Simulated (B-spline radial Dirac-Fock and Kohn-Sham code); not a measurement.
# Auger parameter of iodine: the K level and its strongest K-LL line

Calculated with a radial B-spline solver, using relaxed Dirac-Fock hole states (ΔSCF) with Breit and QED corrections and a finite nucleus. The modified Auger parameter α′ is the binding energy plus the kinetic energy of the Auger electron; it does not depend on the energy zero. For free ions it tends to fall with charge, since less charge screens the final holes.

| species | configuration | binding 1s (eV) | Auger line | kinetic (eV) | α′ (eV) |
| --- | --- | --- | --- | --- | --- |
| I⁻ | [Kr] 4d10 5s2 5p6 | 33167.4 | L2L3 J=2 | 23596.3 | 56763.7 |
| I⁻ (Watson 1.87 Å) | [Kr] 4d10 5s2 5p6 | 33174.2 | L2L3 J=2 | 23589.0 | 56763.2 |
| I⁻ (Watson 2.2 Å) | [Kr] 4d10 5s2 5p6 | 33173.5 | L2L3 J=2 | 23589.9 | 56763.4 |
| I⁻ (Watson 2.64 Å) | [Kr] 4d10 5s2 5p6 | 33172.7 | L2L3 J=2 | 23590.9 | 56763.6 |
| I | [Kr] 4d10 5s2 5p5 | 33176.6 | L2L3 J=2 | 23585.4 | 56761.9 |
| I⁺ | [Kr] 4d10 5s2 5p4 | 33187.2 | L2L3 J=2 | 23573.3 | 56760.5 |
| I⁺ (Watson 1.8 Å) | [Kr] 4d10 5s2 5p4 | 33179.6 | L2L3 J=2 | 23581.2 | 56760.7 |
| I⁺ (Watson 3 Å) | [Kr] 4d10 5s2 5p4 | 33182.4 | L2L3 J=2 | 23578.1 | 56760.5 |
| I²⁺ | [Kr] 4d10 5s2 5p3 | 33199.0 | L2L3 J=2 | 23560.4 | 56759.4 |
| I²⁺ (Watson 1.6 Å) | [Kr] 4d10 5s2 5p3 | 33181.9 | L2L3 J=2 | 23578.0 | 56759.9 |
| I²⁺ (Watson 1.8 Å) | [Kr] 4d10 5s2 5p3 | 33183.4 | L2L3 J=2 | 23576.2 | 56759.6 |
| I³⁺ | [Kr] 4d10 5s2 5p2 | 33212.0 | L2L3 J=2 | 23546.3 | 56758.3 |
| I³⁺ (Watson 2 Å) | [Kr] 4d10 5s2 5p2 | 33190.5 | L2L3 J=2 | 23567.9 | 56758.4 |
| I³⁺ (Watson 2.4 Å) | [Kr] 4d10 5s2 5p2 | 33194.0 | L2L3 J=2 | 23564.3 | 56758.3 |
| I⁴⁺ | [Kr] 4d10 5s2 5p1 | 33225.9 | L2L3 J=2 | 23531.5 | 56757.5 |
| I⁴⁺ (Watson 1.8 Å) | [Kr] 4d10 5s2 5p1 | 33194.1 | L2L3 J=2 | 23563.5 | 56757.5 |
| I⁵⁺ | [Kr] 4d10 5s2 | 33240.8 | L2L3 J=2 | 23515.9 | 56756.8 |
| I⁵⁺ | [Kr] 4d9 5s2 5p1 | 33251.9 | L2L3 J=2 | 23502.9 | 56754.8 |
| I⁵⁺ | [Kr] 4d10 5s1 5p1 | 33241.9 | L2L3 J=2 | 23514.7 | 56756.6 |
| I⁵⁺ (Watson 1.8 Å) | [Kr] 4d10 5s2 | 33200.8 | L2L3 J=2 | 23555.9 | 56756.8 |
| I⁶⁺ | [Kr] 4d10 5s1 | 33257.6 | L2L3 J=2 | 23498.4 | 56756.0 |
| I⁶⁺ (Watson 2.2 Å) | [Kr] 4d10 5s1 | 33218.3 | L2L3 J=2 | 23537.7 | 56756.0 |
| I⁷⁺ | [Kr] 4d10 | 33275.4 | L2L3 J=2 | 23480.3 | 56755.7 |
| I⁷⁺ | [Kr] 4d9 5p1 | 33286.9 | L2L3 J=2 | 23466.8 | 56753.8 |
| I⁷⁺ (Watson 1.6 Å) | [Kr] 4d10 | 33212.4 | L2L3 J=2 | 23543.3 | 56755.7 |
| I⁷⁺ (Watson 2.7 Å) | [Kr] 4d10 | 33238.0 | L2L3 J=2 | 23517.6 | 56755.7 |
